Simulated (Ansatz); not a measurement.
A nudged elastic band was laid between two geometries of BBrH₂S (5 atoms, charge 0, multiplicity 1).

Level of theory: RKS PBE0-D4/def2-SVP in Ansatz 0.2.0.

```
movable images  : 9
climbing image  : yes
spring          : 5.0 eV/Å²
optimiser       : quadratic models (default)
start path      : through a guess of the saddle point
force threshold : 0.05 eV/Å
iteration limit : 60
end points      : relaxed
```

First end point:

```xyz
5
Properties=species:S:1:pos:R:3
B -0.540 -0.043 0.160
Br -0.839 -0.177 -1.719
S 1.064 0.151 0.896
H 1.798 0.163 -0.240
H -1.483 -0.094 0.903
```

Last end point:

```xyz
5
Properties=species:S:1:pos:R:3
B -0.457 0.024 1.235
Br 0.117 -0.126 -2.493
S 1.131 0.189 1.442
H 0.839 0.012 -1.269
H -1.629 -0.098 1.085
```

Question: Which bonds break or form, and what moves?

Answer: Bonds broken: B1–Br2, S3–H4. Bonds formed: Br2–H4. BBrH2S becomes BHS + BrH.

Question: What energy profile does the band end with?

Answer: The forces met the threshold. The highest image is number 5 of 0 to 10, 46.7 kcal/mol above the first end and 12.5 kcal/mol above the last; the last end lies 34.2 kcal/mol above the first. A vibrational analysis at the climbing image gives one clearly imaginary mode, 785i cm⁻¹: a first-order saddle point. The orbitals stay closed-shell, which can raise the energy where a bond breaks towards radicals; this wasn't checked here.

```
image  path coordinate (Å)  energy (kcal/mol)  B1–Br2 (Å)  S3–H4 (Å)  Br2–H4 (Å)
    0                 0.00                0.0        1.91       1.35        3.04
    1                 0.27                1.7        1.92       1.35        2.68
    2                 0.54                7.7        1.95       1.36        2.34
    3                 0.81               19.8        2.03       1.42        2.03
    4                 1.08               38.1        2.20       1.61        1.78
    5                 1.36               46.7        2.40       1.87        1.58
    6                 1.63               42.4        2.67       2.11        1.47
    7                 1.90               37.4        2.98       2.34        1.44
    8                 2.17               35.0        3.28       2.56        1.43
    9                 2.44               34.3        3.55       2.75        1.43
   10                 2.72               34.2        3.78       2.73        1.43
```

Question: What is the geometry of the highest image?

Answer: 
```xyz
5
Properties=species:S:1:pos:R:3
B -0.391 -0.004 0.614
Br -0.211 -0.117 -1.778
S 1.197 0.175 1.106
H 0.969 0.052 -0.748
H -1.564 -0.107 0.806
```

Question: What are the harmonic wavenumbers there?

Answer: 785i, 257, 354, 519, 677, 807, 1025, 1347, 2770 cm⁻¹.

Run time: 120 s on 2 threads of Arm Neoverse V1 (shared host), peak memory 0.15 GiB.
